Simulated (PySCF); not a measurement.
Task: Give a GFN2-xTB geometry of `Cn1ccnc1F`.

Result: 
```xyz
12
C4H5FN2 angstrom
C     -1.6394   -0.2787    0.1747
N     -0.2430    0.0124    0.0039
C      0.8184   -0.8231    0.2508
C      1.9422   -0.1164   -0.0530
N      1.6121    1.1357   -0.4817
C      0.3192    1.1632   -0.4306
F     -0.4522    2.1895   -0.7613
H     -1.9262   -1.1327   -0.4414
H     -1.8530   -0.5088    1.2204
H     -2.2213    0.5905   -0.1270
H      0.6758   -1.8187    0.6150
H      2.9686   -0.4135    0.0042
```

Any rigid rotation of these coordinates is as good. Atoms count from 1 in this order. N2 (pyrrole-type nitrogen) is planar (angles 127.9°, 127.4° and 104.7°, sum 360.0°, 0.00 Å off the plane of its three neighbours). Of the pairs four or more bonds apart, F7···H10 is among the closest relative to their van der Waals radii: 2.47 Å, 92 % of the sum of Bondi's values. N5 (pyridine-type nitrogen) is bent (angle 104.4°). The 5-membered ring N2–C3–C4–N5–C6 has internal angles of 104.4° to 114.2°; it is planar, 0.00 Å rms from its mean plane, widest ring torsion 0°.

Bonds between heavy atoms (Å): C1–N2 1.437, N2–C3 1.373, C3–C4 1.362, C4–N5 1.364, N5–C6 1.294, C6–F7 1.326, N2–C6 1.352.

Computed geometry: GFN2-xTB, gas phase.

Point group: Cs (tolerance 0.08 Å). No GFN2-xTB frequencies stand behind this structure, so it isn't proved a minimum.
